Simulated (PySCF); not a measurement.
CH6ClFSi2. Atoms are numbered in the order given.

```xyz
11

F      1.7601    -0.6744     0.7575
Si     0.9293    -0.1550    -0.5330
Cl     0.5066     1.8375    -0.2287
C     -0.6408    -1.1218    -0.6618
Si    -1.9366    -0.7728     0.6724
H      1.8241    -0.2649    -1.7102
H     -1.0946    -0.9317    -1.6498
H     -0.3728    -2.1927    -0.6308
H     -2.9926    -1.8287     0.6229
H     -2.5703     0.5563     0.4372
H     -1.3001    -0.7866     2.0223
```
Charge 0, spin multiplicity 1.

Geometry: PBE0-D3(BJ)/def2-SVP. The structure was generated by enumeration; whether it is a known compound was not checked. One conformer was computed; it need not be the lowest.

Calculation: PySCF with B3LYP/pcSseg-1.

GIAO shieldings, no solvent; atoms listed in one row are averaged. δ = σ(ref) − σ: ¹⁹F against CFCl3 (σ = 161.7 ppm); ²⁹Si against TMS (σ = 338.7 ppm); ³⁵Cl against HCl (σ = 933.3 ppm); ¹³C against TMS (σ = 181.3 ppm); ¹H against TMS (σ = 31.68 ppm), references at their B3LYP-D3(BJ)/def2-TZVP geometries, non-relativistic (without spin–orbit terms, shifts of atoms bonded to Cl or Br come out too high).

```json
[
 {"nucleus": "¹⁹F", "atoms": "F1", "count": "1", "δ (ppm)": "-163.6"},
 {"nucleus": "²⁹Si", "atoms": "Si2", "count": "1", "δ (ppm)": "16.0"},
 {"nucleus": "²⁹Si", "atoms": "Si5", "count": "1", "δ (ppm)": "-73.9"},
 {"nucleus": "³⁵Cl", "atoms": "Cl3", "count": "1", "δ (ppm)": "65.2"},
 {"nucleus": "¹³C", "atoms": "C4", "count": "1", "δ (ppm)": "-0.6"},
 {"nucleus": "¹H", "atoms": "H6", "count": "1", "δ (ppm)": "5.87"},
 {"nucleus": "¹H", "atoms": "H9, H10, H11", "count": "3", "δ (ppm)": "4.30"},
 {"nucleus": "¹H", "atoms": "H8", "count": "1", "δ (ppm)": "0.51"},
 {"nucleus": "¹H", "atoms": "H7", "count": "1", "δ (ppm)": "0.26"}
]
```
